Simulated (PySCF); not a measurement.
C₄H₁₂OSi, SMILES O(C[SiH3])CCC. Atoms are numbered in the order given.

```xyz
18

C     -2.7027    -0.3351     0.9818
C     -2.2694    -0.9050    -0.3678
C     -1.1469    -0.1125    -1.0182
O     -0.0090    -0.1538    -0.1853
C      1.0851     0.5967    -0.6584
Si     2.5143     0.4112     0.5795
H     -1.8502    -0.3013     1.6760
H     -3.4972    -0.9448     1.4396
H     -3.0876     0.6930     0.8736
H     -1.9303    -1.9482    -0.2468
H     -3.1215    -0.9298    -1.0691
H     -1.4612     0.9418    -1.1771
H     -0.9024    -0.5297    -2.0175
H      0.8216     1.6705    -0.7741
H      1.4105     0.2521    -1.6641
H      2.0990     0.9134     1.9195
H      2.9159    -1.0195     0.6904
H      3.6786     1.2114     0.0940
```
Charge 0, spin multiplicity 1.

Coordinates come from a B3LYP-D3(BJ)/def2-SVP optimisation. One conformer was computed; it need not be the lowest.

Two levels are set side by side: PBE/pcSseg-1 (PySCF) and PBE0/pcSseg-1 (PySCF). GIAO shifts against H2O (¹⁷O), TMS (²⁹Si), TMS (¹H), TMS (¹³C) at the same level; non-relativistic, no solvent, atoms listed together averaged. Differences are taken from unrounded values.

```
quantity                   PBE
-----------------------  -----
δ(¹³C) of C1 (ppm)        15.8
δ(¹³C) of C2 (ppm)        30.8
δ(¹³C) of C3 (ppm)        84.9
δ(¹⁷O) of O4 (ppm)        46.7
δ(¹³C) of C5 (ppm)        63.9
δ(²⁹Si) of Si6 (ppm)     -72.6
δ(¹H) of H14, H15 (ppm)   3.69
```

Q: These are the PBE values. What does PBE0 give? (The exact figures need the calculation; the answer reports its results.)

A: 
| quantity | PBE0 | PBE minus PBE0 |
|---|---|---|
| δ(¹³C) of C1 (ppm) | 15.4 | 0.5 |
| δ(¹³C) of C2 (ppm) | 29.0 | 1.8 |
| δ(¹³C) of C3 (ppm) | 81.1 | 3.7 |
| δ(¹⁷O) of O4 (ppm) | 29.3 | 17.4 |
| δ(¹³C) of C5 (ppm) | 60.8 | 3.1 |
| δ(²⁹Si) of Si6 (ppm) | -68.0 | -4.6 |
| δ(¹H) of H14, H15 (ppm) | 3.50 | 0.19 |

Rough cost on one machine, each run with all the roots and properties that it gave: PBE0 against PBE within a factor of 2.
